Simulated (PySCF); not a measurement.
C2F4, singlet, geometry from GFN2-xTB; SVWN5/6-31G* (PySCF).

The PySCF input:
```python
from pyscf import gto, scf, dft

mol = gto.Mole()
mol.atom = '''
    C    -0.001053    0.002480    0.664375
    C     0.001053   -0.002480   -0.664375
    F     0.002738    1.101181    1.396572
    F    -0.007178   -1.090724    1.404739
    F     0.007178    1.090724   -1.404739
    F    -0.002738   -1.101181   -1.396572
'''
mol.basis = '6-31g*'
mol.charge = 0
mol.spin = 0
mol.verbose = 4
mol.symmetry = True
mol.build()

mf = dft.RKS(mol)
mf.xc = 'lda,vwn'
mf.irrep_nelec = {'Ag': 14, 'B1g': 2, 'B2g': 2, 'B3g': 8, 'Au': 0, 'B1u': 10, 'B2u': 8, 'B3u': 4}
mf.kernel()
mf.analyze()
```

It wrote (shortened):

```
PySCF version 2.14.0

[INPUT] verbose = 4
[INPUT] num. atoms = 6
[INPUT] num. electrons = 48
[INPUT] charge = 0
[INPUT] spin (= nelec alpha-beta = 2S) = 0
[INPUT] symmetry True subgroup None
[INPUT] Mole.unit = angstrom
[INPUT] Symbol           X                Y                Z      unit          X                Y                Z       unit  Magmom
[...]
nuclear repulsion = 243.612883508379
point group symmetry = D2h
symmetry origin: [0.00000000e+00 0.00000000e+00 7.40148683e-17]
symmetry axis x: [ 0.99998851 -0.0045179   0.00160182]
symmetry axis y: [ 0.00452384  0.99998283 -0.00372531]
symmetry axis z: [-0.00158496  0.00373251  0.99999178]
num. orbitals of irrep Ag = 17
num. orbitals of irrep B1g = 5
num. orbitals of irrep B2g = 7
num. orbitals of irrep B3g = 13
num. orbitals of irrep Au = 5
num. orbitals of irrep B1u = 17
num. orbitals of irrep B2u = 13
num. orbitals of irrep B3u = 7
number of shells = 36
number of NR pGTOs = 162
number of NR cGTOs = 84
basis = 6-31g*
ecp = {}

******** <class 'pyscf.dft.rks_symm.SymAdaptedRKS'> ********
method = SymAdaptedRKS
initial guess = minao
damping factor = 0
level_shift factor = 0
DIIS = <class 'pyscf.scf.diis.CDIIS'>
diis_start_cycle = 1
diis_space = 8
diis_damp = 0
SCF conv_tol = 1e-09
SCF conv_tol_grad = None
SCF max_cycles = 50
direct_scf = True
direct_scf_tol = 1e-13
XC library pyscf.dft.libxc version 7.1.2
    S. Lehtola, C. Steigemann, M. J. T. Oliveira, and M. A. L. Marques,  SoftwareX 7, 1–5 (2018)
XC functionals = lda,vwn
    P. A. M. Dirac,  Math. Proc. Cambridge Philos. Soc. 26, 376 (1930)
    F. Bloch,  Z. Phys. 57, 545 (1929)
    S. H. Vosko, L. Wilk, and M. Nusair,  Can. J. Phys. 58, 1200 (1980)
radial grids:
    Treutler-Ahlrichs [JCP 102, 346 (1995); DOI:10.1063/1.469408] (M4) radial grids

becke partition: Becke, JCP 88, 2547 (1988); DOI:10.1063/1.454033
pruning grids: <function nwchem_prune>
grids dens level: 3
symmetrized grids: True
atomic radii adjust function: <function treutler_atomic_radii_adjust>
small_rho_cutoff = 0
Freeze 48 electrons in irreps ['Ag', 'B1g', 'B2g', 'B3g', 'Au', 'B1u', 'B2u', 'B3u']
    0 free electrons in irreps
Set gradient conv threshold to 3.16228e-05
Initial guess from minao.
tot grids = 85288
init E= -473.2246775176
HOMO (Ag) = 0.0974813773233629  LUMO (Au) = -0.454836065360859  gap/eV = -15.02932

WARN: Ag HOMO 0.0974813773233629 > system LUMO -0.454836065360859

WARN: B2g LUMO -0.00308176272327332 < system HOMO 0.0974813773233629

[...]

WARN: B3u HOMO -0.194736707721463 > system LUMO -0.443795430055412

cycle= 7 E= -471.242619425426  delta_E= -4.43e-09  |g|= 1.19e-05  |ddm|= 0.000296
HOMO (Ag) = 0.127445523321197  LUMO (Au) = -0.443796780000021  gap/eV = -15.54429

WARN: Ag HOMO 0.127445523321197 > system LUMO -0.443796780000021

WARN: B2g LUMO 0.0299652217605417 < system HOMO 0.127445523321197

WARN: B3g HOMO -0.398638145431915 > system LUMO -0.443796780000021

WARN: B1u LUMO 0.105418896574509 < system HOMO 0.127445523321197

WARN: B2u HOMO -0.414906532451282 > system LUMO -0.443796780000021

WARN: B2u LUMO 0.0274219298009202 < system HOMO 0.127445523321197

WARN: B3u HOMO -0.194737932324492 > system LUMO -0.443796780000021

cycle= 8 E= -471.24261942546  delta_E= -3.38e-11  |g|= 5.47e-07  |ddm|= 5.22e-05
HOMO (Ag) = 0.127445381023568  LUMO (Au) = -0.443796922006484  gap/eV = -15.54429

WARN: Ag HOMO 0.127445381023568 > system LUMO -0.443796922006484

WARN: B2g LUMO 0.0299650681076331 < system HOMO 0.127445381023568

WARN: B3g HOMO -0.398638269622916 > system LUMO -0.443796922006484

WARN: B1u LUMO 0.105418747722523 < system HOMO 0.127445381023568

WARN: B2u HOMO -0.414906653474991 > system LUMO -0.443796922006484

WARN: B2u LUMO 0.0274217359759632 < system HOMO 0.127445381023568

WARN: B3u HOMO -0.194738101857167 > system LUMO -0.443796922006484

Extra cycle  E= -471.242619425459  delta_E= 6.82e-13  |g|= 4.12e-07  |ddm|= 2.15e-06
converged SCF energy = -471.242619425459
**** SCF Summaries ****
Total Energy =                        -471.242619425458997
Nuclear Repulsion Energy =             243.612883508379099
One-electron Energy =                -1141.434436538479531
Two-electron Energy =                  426.578933604641350
Two-electron Coulomb Energy =          475.883755763465217
DFT Exchange-Correlation Energy =      -49.304822158823889
HOMO-LUMO gap [eV] =                   -15.544294818704547
Wave-function symmetry = Ag
occupancy for each irrep:     Ag  B1g  B2g  B3g   Au  B1u  B2u  B3u
                               7    1    1    4    0    5    4    2
**** MO energy ****
[...]
 ** Mulliken pop on meta-lowdin orthogonal AOs  **
 ** Mulliken pop  **
 ** Mulliken atomic charges  **
charge of    0C =     -0.14617
charge of    1C =     -0.14617
charge of    2F =      0.07309
charge of    3F =      0.07309
charge of    4F =      0.07309
charge of    5F =      0.07309
Dipole moment(X, Y, Z, Debye): -0.00000,  0.00000, -0.00000
```
